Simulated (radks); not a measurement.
Values are calculated unless marked as measured or tabulated.
I LII, 2 electrons, occupied as [He]. Code: a radial shooting solver on a logarithmic mesh with Libxc functionals. Model: scalar-relativistic Kohn-Sham, SCAN, spin-polarised, spherical densities, finite nucleus; meta-GGA in the generalised Kohn-Sham scheme; Fermi nuclear charge, rms radius 4.75 fm.

Normalised radial functions P(r) = r R(r), r in bohr:

| r | 1s |
|---|---|
| 0.001384 | 1.2261 |
| 0.001611 | 1.3938 |
| 0.00186 | 1.5709 |
| 0.002165 | 1.7783 |
| 0.002521 | 2.0078 |
| 0.002935 | 2.2599 |
| 0.003389 | 2.5195 |
| 0.003946 | 2.8146 |
| 0.004593 | 3.1290 |
| 0.005348 | 3.4590 |
| 0.006225 | 3.7990 |
| 0.00719 | 4.1229 |
| 0.00837 | 4.4564 |
| 0.009744 | 4.7680 |
| 0.01134 | 5.0411 |
| 0.0131 | 5.2471 |
| 0.01525 | 5.3891 |
| 0.01775 | 5.4333 |
| 0.02067 | 5.3609 |
| 0.02387 | 5.1725 |
| 0.02779 | 4.8419 |
| 0.03235 | 4.3823 |
| 0.03766 | 3.8139 |
| 0.04349 | 3.2062 |
| 0.05063 | 2.5356 |
| 0.05895 | 1.8861 |
| 0.06862 | 1.3063 |
| 0.07925 | 0.8546 |
| 0.09226 | 0.4973 |
| 0.1074 | 0.2588 |

1s: eigenvalue -38503 eV, 0 radial nodes, <r> = 0.0270 bohr, 90 % of the charge inside 0.0486 bohr.
